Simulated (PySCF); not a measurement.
Löwdin shares of the frontier orbitals

Compound: m-cresol, C₇H₈O.
Numbering: `[CH3:1][c:2]1[cH:3][cH:4][cH:5][c:6]([OH:7])[cH:8]1` (hydrogens: H9, H10, H11 on C1; H12 on C3; H13 on C4; H14 on C5; H15 on O7; H16 on C8)

Cartesian coordinates in Å at the PBE0-D3(BJ)/def2-SVP level; atoms count from 1:
```xyz
16
C7H8O angstrom
C      2.591   -0.074    0.116
C      1.095   -0.208    0.117
C      0.481   -1.456    0.262
C     -0.911   -1.556    0.292
C     -1.711   -0.426    0.175
C     -1.107    0.826    0.026
O     -1.912    1.904   -0.089
C      0.286    0.927   -0.003
H      2.927    0.706   -0.583
H      3.078   -1.018   -0.165
H      2.961    0.203    1.117
H      1.096   -2.354    0.351
H     -1.381   -2.536    0.404
H     -2.801   -0.488    0.193
H     -1.370    2.694   -0.183
H      0.750    1.912   -0.123
```

The calculation used TDDFT CAM-B3LYP/def2-SVPD, vertical, gas phase, core orbitals frozen in the response in PySCF.

Frontier orbitals with the atoms that hold most of them (Löwdin shares over 4%, at most four atoms; ? is withheld):

| orbital | ε (eV) | atoms |
| --- | --- | --- |
| HOMO-3 | -11.04 | C4 12%, C6 11%, C2 11%, C5 11% |
| HOMO-2 | -10.94 | O7 21%, C4 17%, C3 16%, C2 10% |
| HOMO-1 | -8.35 | ? |
| HOMO | ? | C3 22%, O7 17%, C6 16%, C5 14% |
| LUMO | 0.78 | ? |
| LUMO+1 | 1.15 | O7 31%, H15 19%, H16 13%, C8 12% |
| LUMO+2 | 1.23 | C6 21%, C3 19%, C2 14%, C4 10% |

Task: Which atoms hold the HOMO-1, and with what shares?

Result: C8 (bonded to 2 C and H) 25%; C4 (bonded to 2 C and H) 19%; C2 (bonded to 3 C) 16%; C5 (bonded to 2 C and H) 15%.

Task: Give the leading atoms of the LUMO.

Result: C4 (bonded to 2 C and H) 20%; C8 (bonded to 2 C and H) 17%; C2 (bonded to 3 C) 16%; C5 (bonded to 2 C and H) 15%.

Task: What is the HOMO energy, and the HOMO–LUMO gap?

Result: ε(HOMO) = -7.66 eV; the gap is 8.44 eV (0.3102 hartree).

Task: How does S1 compare with the orbital gap of 8.44 eV?

Result: S1 is at 5.12 eV (f = 0.037), 3.32 eV below the gap, made of HOMO→LUMO (78%), HOMO-1→LUMO+2 (21%). Without the coupling terms of the response equations the lowest excitation would equal the gap.

Task: Give energy, strength and leading configuration of S1, S3 and S7, and follow the Löwdin shares of the leading atoms from the occupied to the empty orbital.

Result: 
- S1 (5.12 eV, f 0.037), HOMO→LUMO (78%): C3 22% → at most 16%, O7 17% → at most 16%, C4 at most 15% → 20%, C8 at most 15% → 17%
- S3 (5.98 eV, f 0.0000), HOMO→LUMO+1 (87%): C3 22% → at most 12%, O7 17% → 31%, H15 at most 15% → 19%
- S7 (6.89 eV, f 0.0030), HOMO-1→LUMO+1 (80%): C8 25% → 12%, C4 19% → at most 12%, O7 at most 16% → 31%, H15 at most 16% → 19%

Löwdin shares depend on the basis, the more so with diffuse functions.

One conformer stands for the species.
